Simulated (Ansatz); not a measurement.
A set of 12 reactions (ligand exchange), with CCSD(T)/CBS values in kJ/mol:

| reaction | ΔE |
| --- | --- |
| `FC[TeH]` + PH₃ → `P[TeH]` + `CF` | -71.4 |
| `C[S][Cd][F]` + H₂S → `[F][Cd][SH]` + CH₃SH | -11.2 |
| `O[Si@@H](F)N[Si@@H](O)F` + `O[SiH](O)S` → `O[SiH](O)S[SiH](O)F` + `N[SiH](O)F` | 3.2 |
| `[NH2][Ti]([F])([F])[F]` + H–F → `[F][Ti]([F])([F])[F]` + NH₃ | -85.5 |
| `C[SiH](C)[SnH3]` + `[NH2][AlH2]` → `C[SiH](C)[NH][AlH2]` + `[SnH4]` | -31.2 |
| `FB[O][InH2]` + `[NH2][GeH2][OH]` → `[NH2][GeH2][O]BF` + `[OH][InH2]` | 9.9 |
| `[F][Hf]([SH])([SH])[SH]` + H₂S → `[SH][Hf]([SH])([SH])[SH]` + H–F | 80.3 |
| `O=C(O)O[SiH3]` + `S[CH2][GeH3]` → `[SiH3]S[CH2][GeH3]` + `O=C(O)O` | 25.6 |
| `C[S][AlH][F]` + `N[SiH3]` → `[F][AlH][NH][SiH3]` + CH₃SH | 0.3 |
| `F[SiH](Cl)C#[C][GeH3]` + `[GeH3][TeH]` → `[GeH3][Te][GeH3]` + `C#C[SiH](F)Cl` | -52.5 |
| `[F][GaH][ZnH]` + CH₃OH → `C[O][ZnH]` + `[F][GaH2]` | 7.7 |
| `N[Si](O)(F)F` + CH₃OH → `CO[Si](N)(F)F` + H₂O | -3.7 |

Calculated with Ansatz (gas phase, PBE0-D4/def2-TZVP geometries, no zero-point term in ΔE). CCSD(T)/CBS adds triple-zeta CCSD(T) − MP2 to the extrapolated MP2 energy (def2 sets, frozen cores). This one scheme is used for every species. DFT in def2-TZVPP. B3LYP here is the variant with VWN-RPA as its local correlation; programs differ in this. def2 core potentials past Kr. For Cd, Ga, Ge, Hf, In, Sn, Te, Ti, Zn outer-core shells are correlated without core-valence functions, which leaves a few kJ/mol of doubt a bond. Scalar relativity is left out up to krypton. Each species was taken in one conformer, which may not be the lowest.

Problem. Give the mean, mean absolute and largest difference (level minus CCSD(T)/CBS, kJ/mol) for: PBE-D4, r2SCAN-D4, PBE0-D4, ωB97X-V, ωB97M-V, B2PLYP, PBE, PBE0, B3LYP, MP2/def2-TZVPP, MP2/def2-QZVPP, SCS-MP2/def2-QZVPP, HF/CBS(def2), CCSD/CBS(def2). (Estimate.)

Solution. Computed: 
```json
{"level": "PBE-D4", "mean": "-0.9", "mean absolute": "7.3", "largest": "-14.9"}
{"level": "r2SCAN-D4", "mean": "-1.3", "mean absolute": "5.1", "largest": "-19.7"}
{"level": "PBE0-D4", "mean": "-1.2", "mean absolute": "5.3", "largest": "-11.7"}
{"level": "ωB97X-V", "mean": "-0.3", "mean absolute": "5.1", "largest": "19.2"}
{"level": "ωB97M-V", "mean": "-0.2", "mean absolute": "4.1", "largest": "14.3"}
{"level": "B2PLYP", "mean": "-0.2", "mean absolute": "5.0", "largest": "-14.2"}
{"level": "PBE", "mean": "0.4", "mean absolute": "8.1", "largest": "-18.0"}
{"level": "PBE0", "mean": "-0.1", "mean absolute": "6.0", "largest": "-12.4"}
{"level": "B3LYP", "mean": "1.7", "mean absolute": "6.0", "largest": "23.8"}
{"level": "MP2/def2-TZVPP", "mean": "-2.9", "mean absolute": "3.8", "largest": "-12.0"}
{"level": "MP2/def2-QZVPP", "mean": "-3.0", "mean absolute": "3.2", "largest": "-10.9"}
{"level": "SCS-MP2/def2-QZVPP", "mean": "-1.4", "mean absolute": "3.3", "largest": "-10.3"}
{"level": "HF/CBS(def2)", "mean": "0.6", "mean absolute": "11.6", "largest": "27.1"}
{"level": "CCSD/CBS(def2)", "mean": "0.7", "mean absolute": "1.6", "largest": "5.4"}
```

The largest T1 diagnostic in the set is 0.024, for `[NH2][Ti]([F])([F])[F]` (customary mark 0.02).

CCSD(T)/CBS is a level of theory with its own doubt, and the functionals carry their triple-zeta basis error, so these figures describe this set and don't rank the functionals.
